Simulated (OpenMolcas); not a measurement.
A calculation on Fe II.

```yaml
Program: OpenMolcas
Method: "SS-CASPT2, IPEA 0.25 Eh, imaginary shift 0.1 Eh (closed shells correlated: 3s 3p)"
Basis: ANO-RCC-VQZP [7s6p4d3f2g1h]
Scalar_Hamiltonian: DKH2, point nucleus
Active_space: 7 electrons in 6 orbitals (3d 4s)
State_averaging: 2S+1 = 6 even, 6 roots; 2S+1 = 4 even, 40 roots kept (CI in the orbitals of an earlier block); 2S+1 = 2 even, 57 roots kept (CI in the orbitals of an earlier block)
Spin-orbit_coupling: RASSI with atomic mean-field integrals over the reference wave functions, term energies averaged over their components
```

Which level of the active space comes out lowest?

3d⁶ 4s ⁶D_9/2, with 100 % of that term; it is also the measured ground level.

How high does 3d⁶ 4s ⁶D_3/2 lie?

878 cm⁻¹ above the lowest level; measured 863 cm⁻¹ above the ground level, so the calculation is off by +2 %.

How high does 3d⁶ 4s ⁴D_7/2(1) lie?

7240 cm⁻¹ above the lowest level; measured 7955 cm⁻¹ above the ground level, so the calculation is off by -9 %.

How high does 3d⁶ 4s ⁶D_5/2 lie?

676 cm⁻¹ above the lowest level; measured 668 cm⁻¹ above the ground level, so the calculation is off by +1 %.

Measured values: NIST Handbook of Basic Atomic Spectroscopic Data.

CASPT2 breaks the degeneracy within a term, and the mean is taken; among the terms shown or strongly mixed into the levels shown the widest spread is 29 cm-1 (3d⁶ 4s ⁴D(1)). Over all roots computed the reference weight is 0.88 to 0.93; the roots of lowest weight are the least certain, and an intruder state may touch them. Terms from blocks run as CI alone lack orbitals of their own. No level of 3d⁷ was computed, though it lies in the active space. Measured partners are found by configuration, term and J. A level has none where our copy of the source lacks it or the pairing is in doubt (some pairs that miss far off the trend of their configuration count as doubtful), and it then counts in no deviation. Only configurations of the active space appear.

A number in round brackets counts repeated terms of one configuration in the order of the reference energies.
